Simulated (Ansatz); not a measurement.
Basis-set series for `C[O][SnH2][F]`. Total charge 0; spin multiplicity 1. Sn: def2 effective core potential. The geometry is a stationary point of PBE0-D4/def2-TZVP. It is one conformer, not always the lowest.

| atom | x (Å) | y (Å) | z (Å) |
| --- | --- | --- | --- |
| C1 | -1.359 | -0.387 | -0.408 |
| O2 | -0.517 | 0.735 | -0.274 |
| Sn3 | 1.340 | 0.523 | 0.266 |
| F4 | 1.266 | -0.195 | 2.048 |
| H5 | -2.298 | -0.054 | -0.857 |
| H6 | -0.931 | -1.160 | -1.062 |
| H7 | -1.587 | -0.846 | 0.561 |
| H8 | 2.093 | -0.695 | -0.654 |
| H9 | 1.993 | 2.079 | 0.378 |

```json
{"functional": "PBE0-D4", "basis": "def2-SVP", "functions": "93", "energy (Eh)": "-430.09248", "HOMO (eV)": "-7.87", "LUMO (eV)": "-0.19"}
{"functional": "PBE0-D4", "basis": "def2-TZVPP", "functions": "213", "energy (Eh)": "-430.37469", "HOMO (eV)": "-8.04", "LUMO (eV)": "-0.55"}
{"functional": "ωB97M-V", "basis": "def2-SVP", "functions": "93", "energy (Eh)": "-430.17746", "HOMO (eV)": "-10.26", "LUMO (eV)": "1.72"}
{"functional": "ωB97M-V", "basis": "def2-TZVPP", "functions": "213", "energy (Eh)": "-430.46865", "HOMO (eV)": "-10.45", "LUMO (eV)": "1.03"}
```

Problem. Give the rows for def2-QZVPP. (Estimate.)

Solution. Ansatz gave: 
```json
{"functional": "PBE0-D4", "basis": "def2-QZVPP", "functions": "403", "energy (Eh)": "-430.39040", "HOMO (eV)": "-8.07", "LUMO (eV)": "-0.64"}
{"functional": "ωB97M-V", "basis": "def2-QZVPP", "functions": "403", "energy (Eh)": "-430.48390", "HOMO (eV)": "-10.49", "LUMO (eV)": "0.75"}
```

Positive LUMOs are unbound and depend on the basis.
